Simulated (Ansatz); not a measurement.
```xyz
8

C    -0.146   -0.418    1.096
O     0.050   -0.629   -0.292
B     0.167    0.295   -1.235
Br    0.430   -0.295   -3.038
Br    0.085    2.189   -0.883
H    -1.050   -0.949    1.393
H     0.709   -0.836    1.628
H    -0.244    0.643    1.329
```

The species carries charge 0 and has multiplicity 1.

List the r2SCAN/def2-TZVPP orbital energies in eV (Ansatz). (Estimate.)

Computed: Occupied: -13122.17, -13122.00, -1695.40, -1695.22, -1526.16, -1526.11, -1526.09, -1525.98, -1525.93, -1525.91, -517.24, -275.00, -235.06, -234.88, -183.45, -175.28, -175.11, -175.10, -175.06, -174.93, -174.88, -69.12, -69.08, -69.04, -68.95, -68.91, -68.91, -68.91, -68.87, -68.73, -68.73, -28.32, -20.90, -20.17, -18.89, -14.27, -12.51, -12.39, -11.67, -9.98, -9.40, -8.55, -8.01, -7.91, -7.61, -7.19. Lowest empty: -1.18, 0.16, 1.04, 1.42, 2.42, 2.55, 3.02, 3.09.
